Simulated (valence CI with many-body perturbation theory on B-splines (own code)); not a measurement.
## Energy levels of Pm11+

Computed by relativistic CI+MBPT: four valence electrons over a frozen Dirac-Fock core [Kr] 4d10, radial functions for each j: 8 s, 8 p, 9 d, 9 f, 6 g, 3 h, 2 i, with the one-electron correlation potential Σ1, the two-electron term Σ2, the three-electron term Σ3, Breit, model QED; selected CI, second order for the rest (own B-spline code, finite nucleus).

No measured levels were compared; by estimate terms of the open shell hold to a few per cent of their energy, and close levels can change places; configurations with another count of f electrons can be misplaced by thousands of cm⁻¹. Core correlation moves these levels by up to 53000 cm⁻¹, and in measured spectra 5 to 20 % of such shifts remained as error; rates that hang on mixing are uncertain with them. Among the levels kept, up to 340 cm⁻¹ of a level comes from second order outside the variational space, and about a tenth of that is noise between levels of different J, which matters for small intervals.

Levels 46 to 76 of 76, with energies above the lowest level, 4f2 5s2 3H_4. "Leading %" is the weight of the configuration and term that name the level; weights of strongly mixed levels are sums over their largest components and can fall short. In the jj column 3d3/2^4 stands for four electrons in 3d with j = 3/2. Lifetimes count E1, E2, E3, M1 and M2 decay at the calculated energies, and are blank where another channel may lead or the interval is too uncertain; long ones can be off by a factor of two.

```
No.  Configuration  Term  J  E (cm⁻¹)  Leading %      g                   Leading jj  Lifetime
 46      4f2 5s 5p   5I°  4    150610         58  0.731      4f5/2^2 5s 5p1/2 (81 %)   14.0 ns
 47         4f3 5s   5G°  4    151940         76  1.092      4f5/2^2 4f7/2 5s (61 %)    132 ns
 48         4f3 5s   3G°  3    153270         80  0.791      4f5/2^2 4f7/2 5s (58 %)    848 ns
 49         4f3 5s   5G°  5    153810         70  1.208      4f5/2 4f7/2^2 5s (60 %)    103 ns
 50      4f2 5s 5p   5I°  5    155000         43  1.030  4f5/2 4f7/2 5s 5p1/2 (61 %)   11.6 ns
 51         4f3 5s   3G°  4    155060         74  1.066      4f5/2 4f7/2^2 5s (59 %)    430 ns
 52         4f3 5s   3G°  5    155580         37  1.113      4f5/2 4f7/2^2 5s (42 %)    155 ns
 53         4f3 5s   3K°  6    155630         97  0.860      4f5/2^2 4f7/2 5s (64 %)   5.69 μs
 54         4f3 5s   5G°  6    156230         84  1.308            4f7/2^3 5s (50 %)    705 ns
 55         4f3 5s   3F°  2    156410         68  0.834            4f5/2^3 5s (47 %)    346 ns
 56         4f3 5s   3K°  7    156670         93  1.018      4f5/2^2 4f7/2 5s (62 %)   2.77 μs
 57         4f3 5s   3S°  1    157500         39  1.420      4f5/2^2 4f7/2 5s (55 %)    180 ns
 58         4f3 5s   3K°  8    158490         96  1.122      4f5/2^2 4f7/2 5s (43 %)    124 ms
 59      4f2 5s 5p   5G°  2    158650         66  0.511      4f5/2^2 5s 5p1/2 (58 %)   20.6 ns
 60         4f3 5s   1H°  5    158910         52  1.091            4f7/2^3 5s (59 %)    179 ns
 61         4f3 5s   3F°  3    159050         76  1.104      4f5/2 4f7/2^2 5s (54 %)    176 ns
 62         4f3 5s   3F°  4    159300         53  1.130      4f5/2^2 4f7/2 5s (52 %)    319 ns
 63      4f2 5s 5p   5H°  3    159410         63  0.630      4f5/2^2 5s 5p1/2 (66 %)   3.39 ns
 64         4f3 5s   3P°  2    159520         36  1.142      4f5/2 4f7/2^2 5s (42 %)    135 ns
 65      4f2 5s 5p   5H°  6    159630         44  1.174      4f7/2^2 5s 5p1/2 (49 %)   9.58 ns
 66         4f3 5s   3S°  1    160720         51  1.324      4f5/2 4f7/2^2 5s (76 %)    145 ns
 67         4f3 5s   3P°  0    161260         88             4f5/2^2 4f7/2 5s (62 %)   1.08 μs
 68      4f2 5s 5p   5H°  4    161610         42  0.945  4f5/2 4f7/2 5s 5p1/2 (52 %)   2.42 ns
 69      4f2 5s 5p   5G°  3    161700         47  1.020  4f5/2 4f7/2 5s 5p1/2 (78 %)   9.20 ns
 70         4f3 5s   3D°  3    162630         79  1.276      4f5/2 4f7/2^2 5s (73 %)    126 ns
 71      4f2 5s 5p   3H°  5    163150         26  1.081      4f5/2^2 5s 5p1/2 (46 %)   2.06 ns
 72         4f3 5s   3P°  1    163160         55  1.217      4f5/2^2 4f7/2 5s (40 %)    216 ns
 73      4f2 5s 5p   5G°  4    163640         27  1.219  4f5/2 4f7/2 5s 5p1/2 (70 %)   13.8 ns
 74         4f3 5s   1G°  4    164470         45  1.106            4f7/2^3 5s (59 %)    268 ns
 75         4f3 5s   3D°  2    164520         50  1.287            4f7/2^3 5s (43 %)    231 ns
 76         4f3 5s   1K°  7    164780         83  0.990      4f5/2^2 4f7/2 5s (65 %)    594 ns
```

Names give the largest LS component (configuration and term), which can be under half, so a name can repeat, a term be missing and a line seem to break the LS rules; names also repeat where a configuration has a term twice.

Where two levels of one J and parity lie close, their mixing, g and order are uncertain.
